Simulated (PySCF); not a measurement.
Computed shifts of a molecule C6H6O, PBE/pcSseg-1 in PySCF, GIAO, gas phase, atoms alike by connectivity averaged where their shifts nearly agree, in ppm (number of nuclei): ¹³C: 171.4 (1), 84.4 (1), 83.2 (1), 79.5 (1), 77.8 (1), 38.6 (1). ¹H: 4.90 (1), 4.80 (1), 4.66 (1), 4.40 (1), 4.40 (1), 2.41 (1). References: ¹³C against TMS (σ = 182.0 ppm); ¹⁷O against H2O (σ = 334.3 ppm); ¹H against TMS (σ = 31.49 ppm), references at their B3LYP-D3(BJ)/def2-TZVP geometries, non-relativistic. Coordinates come from a ωB97X-D3(BJ)/def2-SVP optimisation. One conformer was computed; it need not be the lowest.

Task: Identify the compound among the candidates.
A) C#C[C@@H]1C=C(C)O1
B) C#C[C@H]1COC1=C
C) C#C[C@@H]1CC=CO1
D) C=Cc1ccco1

Result: B, C#C[C@H]1COC1=C
